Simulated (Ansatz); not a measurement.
Cu2Cl2 (the lowest singlet isomer of a short search) was relaxed with r2SCAN-D4 (def2-SVP) in Ansatz in these states: neutral quintet, neutral singlet, neutral triplet. The geometries follow in no particular order.

A:

```xyz
4

Cu    0.338   -1.085   -0.069
Cu   -0.338    1.086    0.069
Cl   -1.867   -0.582    0.018
Cl    1.867    0.582   -0.018
```

B:

Cartesian coordinates in Å:
```
Cu 1.323 -0.711 0.793
Cu -1.218 0.997 -0.637
Cl -0.969 -0.476 1.154
Cl 0.865 0.190 -1.309
```

C:

Cartesian coordinates in Å:
```
Cu 0.8096 -0.7374 -0.4572
Cu -1.0101 0.9200 0.5704
Cl -0.7009 -1.5254 0.8376
Cl 0.9014 1.3428 -0.9508
```

Question: Judge from the bond lengths which geometry belongs to which state (an estimate).

Answer: A is the neutral singlet (Cu1–Cu2 2.278 Å, Cu2–Cl4 2.263 Å, Cu2–Cl3 2.263 Å); B is the neutral quintet (Cu1–Cu2 3.379 Å, Cu2–Cl4 2.333 Å, Cu2–Cl3 2.332 Å); C is the neutral triplet (Cu1–Cu2 2.667 Å, Cu2–Cl4 2.479 Å, Cu2–Cl3 2.479 Å).

At PBE0-D4/def2-TZVP a singlet lies 5.55 eV below the neutral quintet. At PBE0-D4/def2-TZVP a singlet lies 2.69 eV below the neutral triplet. These are the stationary points nearest to one start from a short search; other shapes may lie lower in each state.
